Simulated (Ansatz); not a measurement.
Ansatz (an electronic-structure program) input (MP2/STO-3G):

Ansatz 0.2 input:
```yaml
crystal:
  periodic: [false, false, false]
  atoms:
    - {symbol: Ca, position_ang: [-0.40944060, 0.54249696, -0.28492166]}
    - {symbol: Cl, position_ang: [1.85219330, 0.08664783, -1.37536649]}
    - {symbol: Cl, position_ang: [-1.37049847, -0.72487955, 1.71056845]}
basis:
  gaussian:
    orbitals: STO-3G
total_charge: -1
magnetization: {spin_polarized: true, initial_magnetization: 1}
correlation: {method: mp2, electrons: outside_noble_gas}
```

Predict the final energy.

-1579.22159 Eh.
